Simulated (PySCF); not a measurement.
# SMILES C1=CC=C2[Se]N=NC2=C1, C$_{6}$H$_{4}$N$_{2}$Se

Geometry (Å), atoms numbered from 1 in this order:
```xyz
13

C    -1.5511    1.0463    0.4676
C    -1.8440   -0.3241    0.3517
C    -0.8449   -1.2661    0.1486
C     0.4827   -0.8283    0.0590
Se    2.0595   -1.7586   -0.2012
N     2.9332   -0.0189   -0.1054
N     2.1118    0.8818    0.0745
C     0.7747    0.5529    0.1762
C    -0.2439    1.4926    0.3808
H    -2.3616    1.7601    0.6272
H    -2.8821   -0.6575    0.4230
H    -1.0937   -2.3251    0.0612
H     0.0186    2.5483    0.4663
```

Method: PySCF, quadratic response CAM-B3LYP/aug-cc-pVDZ first hyperpolarisability, Taylor convention, gas phase. Geometry: PBE0-D3(BJ)/def2-SVP.

The calculation is non-relativistic, which matters for the atoms heavier than Zn.

Give β for the processes computed.

In 10⁻³⁰ esu, Taylor convention; the vector part is βᵢ = ⅓ Σⱼ (βᵢⱼⱼ + βⱼᵢⱼ + βⱼⱼᵢ); β∥ is 3/5 of the vector part along the dipole, the dipole points from − to +:
```tsv
process	λ (nm)	β vector norm	β∥	β HRS	depolarisation ratio
static β(0;0,0)	∞	1.92	0.08	0.75	6.04
second harmonic β(−2ω;ω,ω)	1907	2.03	0.10	0.80	6.02
Pockels β(−ω;ω,0)	1907	1.95	0.09	–	–
second harmonic β(−2ω;ω,ω)	1064	2.31	0.18	0.91	6.01
Pockels β(−ω;ω,0)	1064	2.04	0.10	–	–
```

Which lowest excitations, dipole and polarisabilities go with it?

S1 3.64 eV (f = 0.001); S2 4.08 eV (f = 0.016); S3 4.30 eV (f = 0.000); dipole 3.54 D; isotropic α 110.5 au static, 111.0 au at 1907 nm, 112.2 au at 1064 nm, 112.7 au at 953.5 nm, 118.2 au at 532 nm.
